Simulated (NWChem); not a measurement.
System: CH$_{3}$BrMgS; SMILES C[S][Mg][Br]

Input file for NWChem:

```
start job
memory heap 200 mb stack 900 mb global 1100 mb
geometry units angstroms noautoz
  Mg     0.660630    -0.178212    -0.002444
  Br     1.194268    -2.468967    -0.002807
  S      0.198362     2.074424    -0.001020
  C     -1.632739     2.161305     0.000464
  H     -2.072621     1.703038    -0.896263
  H     -1.896125     3.227899    -0.000942
  H     -2.071011     1.705337     0.899103
end
basis spherical
  Mg library def2-svp
  Br library def2-svp
  S library def2-svp
  C library def2-svp
  H library def2-svp
end
dft
  xc xpbe96 cpbe96
  iterations 150
  mulliken
end
task dft energy
```

All runs use the structure optimised with PBE0/def2-SVP.

Question: What results follow from this input? (PBE/def2-SVP.) Quantities: energy (Ha); highest occupied level (eV); orbital gap (eV); dipole (D).

Answer: 
- energy (Ha) = -3211.17
- highest occupied level (eV) = -5.52
- orbital gap (eV) = 3.34
- dipole (D) = 1.76
